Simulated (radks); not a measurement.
Spherical jellium clusters: N electrons in a uniform positive sphere of charge N and radius rs N^(1/3), rs = 4.45 bohr. Calculated with a radial shooting solver with Libxc functionals: non-relativistic Kohn-Sham, PBEsol, spin-polarised, spherical densities. Levels are named by radial order and angular momentum (1s, 1p, 1d, 2s, ...), and open shells are averaged over m.

N = 11, configuration 1s2 1p6 1d(up 3, down 0). This is the lowest configuration that the search found. Occupied levels:

level,occupation,eigenvalue (eV),<r> (bohr)
1s up,1,-4.2990,6.588
1s down,1,-4.1303,6.065
1p up,3,-3.4882,7.703
1p down,3,-3.1736,7.431
1d up,3,-2.4387,8.621

Energy (eV): total -19.3924, kinetic 16.321, external -393.21, Hartree 194.14, exchange-correlation -36.261, background 199.62.

Electron density:

r (bohr),n(r) (e/bohr^3)
1.12,0.001656
2.33,0.002076
3.53,0.002642
4.73,0.003136
5.93,0.003299
7.14,0.002928
8.34,0.002084
9.54,0.001145
10.8,0.0004858
11.9,0.0001726
13.2,0.00005654
14.4,0.00001783
15.6,5.585e-06
